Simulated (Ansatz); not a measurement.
## Abstraction of Cl: C3H5Cl + C2H5ClGa → C3H5 + C2H5Cl2Ga

Species: C3H5Cl (2-chloropropene) `C=C(C)Cl`, singlet; C2H5ClGa `C[CH2][Ga][Cl]`, doublet; C3H5 `C=[C]C`, doublet; C2H5Cl2Ga `C[CH2][Ga]([Cl])[Cl]`, singlet. A radical takes Cl: the energy is the difference in strength between the C–Cl bond broken and the Ga–Cl bond made.

Shapes, held fixed at every level: PBE0-D4/def2-TZVP. Flexible molecules stand in one conformer, not always the lowest. Programs: Ansatz 0.2.0. Electronic energies: no zero-point or thermal term.

```tsv
level	kind	ΔE (kJ/mol)
HF/def2-TZVPP	Hartree–Fock	-88.0
SPW92/def2-TZVPP	LDA	-6.9
r2SCAN-D4/def2-TZVPP	meta-GGA	-45.0
B3LYP-D4/def2-TZVPP	global hybrid	-32.8
BHLYP-D4/def2-TZVPP	global hybrid	-49.8
PBE0-D4/def2-TZVPP	global hybrid	-34.4
wB97X-V/def2-TZVPP	range-separated hybrid	-41.1
B2PLYP/def2-TZVPP	double hybrid	-37.4
```

B2PLYP/def2-TZVPP gives ΔE = -37.4 kJ/mol; the levels span -88.0 to -6.9. The median of the levels is -39.3. No measured value is set beside it here. Spin contamination: C3H5 (⟨S²⟩ up to 0.91). Open shells run unrestricted. Relativity is left out for Ga. Outer-core shells of Ga are correlated, in sets that cover them unevenly.
